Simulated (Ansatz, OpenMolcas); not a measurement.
## OpenMolcas → Ansatz

This OpenMolcas 26.06 job computes doublet C2F4O+:

run.inp:
```
&GATEWAY
BasLib=$CurrDir
Coord
7
angstrom
O        1.061180      -1.396170       0.701140
C        0.088980      -0.798110       0.435150
F       -1.136840      -1.201010       0.739860
C        0.018150       0.551850      -0.306440
F       -0.697880       0.418270      -1.418740
F       -0.564330       1.461580       0.468830
F        1.230750       0.963590      -0.619810
Basis=cc-pVDZ
Group=NoSym
&SEWARD
GridInput
Grid=UltraFine
End of Grid
&SCF
UHF
Charge=1
Spin=2
KSDFT=2
1.0 MGGA_X_R2SCAN
1.0 MGGA_C_R2SCAN
Thresholds=1e-10 1e-07 1e-07 1e-05
PrOrbitals=1 2
```

```bash
$ export MOLCAS_MEM=1860
$ pymolcas run.inp > run.log
```

(Basis files named in the input come from the Basis Set Exchange and aren't shown.)

The shape is that of a PBE0-D4/def2-TZVP optimisation. That shape belongs to the parent species and isn't relaxed for this state.

It gives a total energy of -550.153894 Eh.

Problem. How is this level of theory, on these atoms, set up in Ansatz 0.2.0 as an input file of the program's own?

Solution. One way, which was run:

molecule.yaml:
```yaml
crystal:
  periodic: [false, false, false]
  atoms:
    - symbol: O
      position_ang: [1.061180, -1.396170, 0.701140]
    - symbol: C
      position_ang: [0.088980, -0.798110, 0.435150]
    - symbol: F
      position_ang: [-1.136840, -1.201010, 0.739860]
    - symbol: C
      position_ang: [0.018150, 0.551850, -0.306440]
    - symbol: F
      position_ang: [-0.697880, 0.418270, -1.418740]
    - symbol: F
      position_ang: [-0.564330, 1.461580, 0.468830]
    - symbol: F
      position_ang: [1.230750, 0.963590, -0.619810]
basis:
  gaussian:
    orbitals: cc-pVDZ
total_charge: 1
magnetization:
  spin_polarized: true
  initial_magnetization: 1
hamiltonian:
  xc: {name: r2SCAN}
accuracy: high
output: {orbitals: {seedname: orbitals}}
```

```bash
$ ansatz run molecule.yaml --threads 1 --pin off --max-ram 3480MiB --events-out events.jsonl --progress --plain --runs-dir runs
```

Its energy is -550.153898 Eh, 0.004 mEh from the first.
